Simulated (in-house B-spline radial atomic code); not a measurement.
Orbital energies and mean radii along the 26-electron series, configuration [Ar] 3d8. The effective charge is n√(-2ε), a non-relativistic measure. Computed with a B-spline radial code for spherical atoms: Dirac-Hartree-Fock, average of the configuration, finite nuclei.

```tsv
ion	Z	energy of 2s1/2 (Eh)	mean radius of 2s1/2 (bohr)	energy of 3p1/2 (Eh)	mean radius of 3p1/2 (bohr)	energy of 2p3/2 (Eh)	mean radius of 2p3/2 (bohr)	energy of 2p1/2 (Eh)	mean radius of 2p1/2 (bohr)	effective charge of 2s1/2
Rh19+	45	-148.5	0.14096	-39.372	0.36896	-133.39	0.12483	-138.76	0.12005	34.467
Pd20+	46	?	?	?	?	?	?	?	?	?
Ag21+	47	-166.86	0.13396	-45.864	0.34668	-150.01	0.11883	-156.52	0.11385	36.536
Cd22+	48	-176.5	0.13068	-49.298	0.33646	-158.71	0.11603	-165.85	0.11095	37.576
In23+	49	-186.44	0.12755	-52.859	0.32678	-167.66	0.11336	-175.48	0.10818	38.62
Sn24+	50	?	?	?	?	?	?	?	?	?
Sb25+	51	-207.26	0.12165	-60.363	0.3089	-186.32	0.10835	-195.67	0.10298	40.719
Te26+	52	-218.13	0.11887	-64.308	0.30061	-196.04	0.10601	-206.23	0.10053	41.774
```

(1) Fill in the row of Pd20+.

(2) Fill in the row of Sn24+.

(3) How does the screening of 2s1/2 change?

Answers

(1) energy of 2s1/2 (Eh): -157.53; mean radius of 2s1/2 (bohr): 0.13738; energy of 3p1/2 (Eh): -42.556; mean radius of 3p1/2 (bohr): 0.3575; energy of 2p3/2 (Eh): -141.57; mean radius of 2p3/2 (bohr): 0.12176; energy of 2p1/2 (Eh): -147.49; mean radius of 2p1/2 (bohr): 0.11688; effective charge of 2s1/2: 35.5.

(2) energy of 2s1/2 (Eh): -196.69; mean radius of 2s1/2 (bohr): 0.12454; energy of 3p1/2 (Eh): -56.547; mean radius of 3p1/2 (bohr): 0.31761; energy of 2p3/2 (Eh): -176.86; mean radius of 2p3/2 (bohr): 0.1108; energy of 2p1/2 (Eh): -185.42; mean radius of 2p1/2 (bohr): 0.10553; effective charge of 2s1/2: 39.668.

(3) Z less the effective charge goes from 10.53 at Z = 45 to 10.23 at Z = 52.
